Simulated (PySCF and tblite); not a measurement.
Values are calculated unless marked as measured or tabulated.
C8H12, numbered as in [CH3:1]\[CH:2]=[CH:3]/[CH:4]=[CH:5]\[CH:6]=[CH:7]/[CH3:8].

First level. Level: PBE0-D3(BJ)/pcSseg-1//GFN2-xTB, thermal terms from GFN2-xTB, symmetry numbers and mirror pairs counted. Conformers within 2.5 kcal/mol (GFN2-xTB free energy) were kept, 7 at most. GIAO shieldings: PBE0/pcSseg-1. Shifts are against TMS (¹H), TMS (¹³C) at the same level. Programs: PySCF with density fitting and tblite.

It gives, at 298.15 K, with 2 conformers (largest weight 97 %): ¹H: 6.81 (H3/H6, 2H), 6.58 (H4/H5, 2H), 5.83 (H2/H7, 2H), 1.98 (H1/H8, 6H) ppm. ¹³C: 136.1 (C2/C7), 130.3 (C3/C6), 129.5 (C4/C5), 16.6 (C1/C8) ppm.

Second level: GFN2-xTB geometries, energies BHandHLYP-D3(BJ)/pcSseg-1 (IEF-PCM, benzene), shieldings BHandHLYP/pcSseg-1 (IEF-PCM, benzene), on up to 7 of the same conformers.

How do the averaged shifts change?


```
signal  first  second  change (ppm)
 H1/H8   1.98    1.99          0.01
 H2/H7   5.83    5.83          0.00
 H3/H6   6.81    6.69         -0.12
 H4/H5   6.58    6.55         -0.04
 C1/C8   16.6    16.2          -0.4
 C2/C7  136.1   139.1           3.0
 C3/C6  130.3   131.1           0.8
 C4/C5  129.5   131.5           2.0
```

The largest weight becomes 97 %.

Shifts are unscaled: against experiment ¹³C can be off by 15 ppm or more and ¹H by 0.8 ppm.
